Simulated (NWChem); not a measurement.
Molecule: CH₆OSeSi; SMILES [Se]([SiH3])OC

```xyz
10

Se     0.8012     0.0305    -0.0400
O     -0.3926     1.2974     0.6397
C     -1.0383     2.0653    -0.3650
H     -1.6650     1.4465    -1.0486
H     -1.7019     2.7690     0.1809
H     -0.3254     2.6575    -0.9827
Si    -0.7564    -1.6617     0.0386
H     -1.9695    -1.2837    -0.7658
H     -1.1732    -1.9537     1.4518
H     -0.0938    -2.8708    -0.5653
```
Atoms are numbered in this order, from 1.

Level: PBE-D3(BJ)/def2-SVP (NWChem), optimised geometry, unscaled harmonic frequencies. This build's default masses of Se (78.918 u) and Br (79.917 u) are each other's, which moves their modes by up to 0.6 %.

| frequency (cm⁻¹) | IR intensity (km/mol) |
|---|---|
| 85 | 1.8 |
| 108 | 1.6 |
| 138 | 0.1 |
| 221 | 5.3 |
| 302 | 1.3 |
| 375 | 4.3 |
| 540 | 4.4 |
| 561 | 10.1 |
| 565 | 23.9 |
| 857 | 251.7 |
| 883 | 48.5 |
| 919 | 54.3 |
| 1029 | 69.5 |
| 1129 | 0.3 |
| 1138 | 15.5 |
| 1389 | 8.1 |
| 1391 | 4.5 |
| 1431 | 17.8 |
| 2154 | 60.3 |
| 2170 | 86.1 |
| 2177 | 81.2 |
| 2916 | 62.6 |
| 2992 | 39.0 |
| 3038 | 11.2 |

* **zero-point energy**: 40.7 kcal/mol
* **thermal correction to the enthalpy at 298.15 K (with zero-point energy)**: 45.8 kcal/mol
* **heat capacity Cv**: 22.9 cal/(mol K)
* **entropy at 298.15 K and 1 atm (symmetry number 1)**: 84.4 cal/(mol K)
* **dipole moment**: 1.31 D

Rigid rotor and harmonic oscillator; modes under 100 cm⁻¹ make the entropy uncertain.
